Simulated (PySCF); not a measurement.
C3H3Cl2F, SMILES F[C@@H]1CC1(Cl)Cl. Atoms are numbered in the order given.

```xyz
9

F     -1.9448    -0.5258    -1.0232
C     -1.3817     0.0020     0.0876
C     -0.7737     1.3760    -0.0046
C      0.1105     0.1628     0.1314
Cl     1.0416    -0.3635    -1.2692
Cl     0.9173    -0.1128     1.6843
H     -1.8848    -0.3121     1.0082
H     -0.8586     2.0515     0.8503
H     -0.7855     1.8452    -0.9920
```
Charge 0, spin multiplicity 1.

Coordinates come from a B3LYP-D3(BJ)/def2-SVP optimisation. The structure was generated by enumeration; whether it is a known compound was not checked.

Method: PBE/def2-TZVP (PySCF).

Computed frontier levels, gap, dipole moment and polarisability:
```json
{
 "highest_occupied_level": "-6.70 eV",
 "lowest_empty_level": "-1.27 eV",
 "orbital_gap": "5.43 eV",
 "dipole_moment": "1.95 D",
 "quadrupole, principal values (traceless, Buckingham form, about the centre of nuclear charge)": "-6.01, 2.42, 3.59 D·Å",
 "mean_static_polarisability": "59.8 bohr³ (8.85 Å³)",
 "polarisability_principal_values": "49.6, 62.4, 67.4 bohr³"
}
```
